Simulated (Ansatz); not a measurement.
Two isomers of C2H5AlS: A = `C=[C]([AlH2])S`, B = `[CH3][Al]1[CH2][S]1`.

Gas-phase electronic energies from Ansatz, PBE0-D4/def2-TZVP geometries. CCSD(T)/CBS is the MP2 limit (def2-TZVPP, def2-QZVPP) plus CCSD(T) − MP2 in def2-TZVPP, frozen cores. DFT in def2-TZVPP. One conformer a species, not always the lowest.

Task: Which is lower in electronic energy at CCSD(T)/CBS, and by how much? (Estimate.)

Result: The calculation gave: B, by 137.9 kJ/mol.

Task: Give E(B) − E(A) in kJ/mol with PBE-D4, BLYP-D4, B2PLYP, HF/def2-TZVPP, CCSD(T)/def2-TZVPP, LDA (SPW92), ωB97M-V. (An estimate is asked.)

Result: The calculation gave: PBE-D4 -143.4, BLYP-D4 -117.4, B2PLYP -135.3, HF/def2-TZVPP -112.1, CCSD(T)/def2-TZVPP -133.8, LDA (SPW92) -153.4, ωB97M-V -140.8. None reverses the order clearly.

Task: Does the order hold for the free energy at 298.15 K (harmonic terms from PBE0-D4)? (Best estimate.)

Result: The calculation gave: Yes: G(B) − G(A) = -117.9 kJ/mol, for one conformer each. Modes under 60 cm⁻¹, often nearly free rotors, make the harmonic entropy too high.

Largest T1 diagnostic: 0.012.

At CCSD(T), def2-SVP lies +19.2 kJ/mol from the extrapolated value and def2-TZVPP +4.1 kJ/mol. From r2SCAN to r2SCAN0 (25 % exact exchange), in def2-TZVPP and without D4, E(B) − E(A) moves by −3.9 kJ/mol.
